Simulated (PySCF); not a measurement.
# Removal energies of Co¹⁷⁺ from EOM-IP-GCCSD

Reference: closed-shell Co¹⁷⁺, [Ne]; one electron is removed. Calculated with PySCF 2.14, two-component X2C-1e with screened spin-orbit coupling, an even-tempered Gaussian basis (18 s from 0.84 bohr⁻², ratio 2.6; 12 p from 1.1 bohr⁻², ratio 2.6; 6 d from 1.1 bohr⁻², ratio 2.8; 3 f from 35 bohr⁻², ratio 2.8); frozen 1s2; the 50 highest virtual spinors dropped; of the others 44 kept and the rest restored at second order. No Breit or QED terms. Binding energies in eV.

| level | Koopmans | second order | EOM-CCSD |
| --- | --- | --- | --- |
| 2s1/2 | 1541.5 | 1538.4 | 1538.4 |
| 2p1/2 | 1415.2 | 1413.1 | 1413.3 |
| 2p3/2 | 1399.5 | 1397.5 | 1397.7 |

For comparison, the ionisation energy of Co¹⁷⁺ is 1397.2 ± 0.5 eV (measured; NIST Atomic Spectra Database, ionization energies).
